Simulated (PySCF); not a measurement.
Parent: `[F:1][P:2]([F:3])[PH2:4]` with F1–P2–P4–H 174° and 81°, F2H2P2.

Theory: PBE0-D3(BJ)/def2-SVP geometry optimisation, gas phase in PySCF 2.14.0. One conformer each, not checked by frequencies here.

| coordinate of the parent | value |
| --- | --- |
| F1–P2 | 1.614 Å |
| P2–F3 | 1.614 Å |
| P2–P4 | 2.239 Å |
| F1–P2–F3 | 99.0° |
| F1–P2–P4 | 96.0° |
| F3–P2–P4 | 96.2° |

Q: How does the shared frame change in `[CH3:1][Si:2]([CH3:3])([CH3:4])[P:5]([F:6])[F:7]`, C3H9F2PSi? Atoms pair as F1 = F6, P2 = P5, F3 = F7 (parent first).

A: 
| parent | relative | value in the relative | change |
| --- | --- | --- | --- |
| F1–P2 | F6–P5 | 1.636 Å | +0.022 |
| P2–F3 | P5–F7 | 1.636 Å | +0.022 |
| F1–P2–F3 | F6–P5–F7 | 98.4° | -0.6 |

Of the parent's bonds, F1–P2 and P2–F3 change most and about equally (+0.022 Å). Bonds of the relative outside the shared frame: C1–Si2 1.878, Si2–C3 1.879, Si2–C4 1.874, Si2–P5 2.305 Å.
